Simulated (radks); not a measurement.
Results of a calculation; reference values are marked as such.
Er XXXIX, configuration [Ar] 3d10 4s2 (the NIST ground configuration). Level of theory: non-relativistic Kohn-Sham, LB94 model potential, spin-polarised, spherical densities, point nucleus; relativity is left out, which matters for an element this heavy (a radial shooting solver on a logarithmic mesh with Libxc functionals).

Normalised radial functions P(r) = r R(r), r in bohr:

r,3s,3p,4s
0.002183,0.3247,0.0153,0.1892
0.002775,0.3957,0.0242,0.2306
0.003528,0.4764,0.0382,0.2776
0.004485,0.5643,0.0597,0.3287
0.005701,0.6542,0.0926,0.3810
0.007247,0.7367,0.1418,0.4288
0.009213,0.7966,0.2142,0.4632
0.01171,0.8117,0.3174,0.4711
0.01501,0.7501,0.4644,0.4336
0.01908,0.5834,0.6498,0.3341
0.02426,0.2866,0.8720,0.1581
0.03083,-0.1403,1.1061,-0.0937
0.0392,-0.6488,1.2986,-0.3902
0.04983,-1.1196,1.3611,-0.6564
0.06335,-1.3634,1.1819,-0.7733
0.08053,-1.1739,0.6678,-0.6138
0.1032,-0.4142,-0.2120,-0.1060
0.1312,0.7174,-1.2204,0.5752
0.1668,1.8069,-2.0415,1.0762
0.212,2.3482,-2.3331,0.9688
0.2695,2.1148,-1.9900,0.1123
0.3426,1.3610,-1.2589,-1.0614
0.4356,0.6052,-0.5646,-1.7561
0.5537,0.1742,-0.1674,-1.5520
0.7096,0.0274,-0.0278,-0.8098
0.902,0.0023,-0.0025,-0.2502
1.147,0.0001,-0.0001,-0.0410
1.458,0.0000,0.0000,-0.0031

3s: eigenvalue -3512.7 eV, 2 radial nodes at r = 0.0287, 0.113 bohr, <r> = 0.238 bohr, 90 % of the charge inside 0.346 bohr. 3p: eigenvalue -3341.0 eV, 1 radial node at r = 0.0979 bohr, <r> = 0.227 bohr, 90 % of the charge inside 0.337 bohr. 4s: eigenvalue -1729.5 eV, 3 radial nodes at r = 0.0284, 0.107, 0.276 bohr, <r> = 0.467 bohr, 90 % of the charge inside 0.658 bohr.
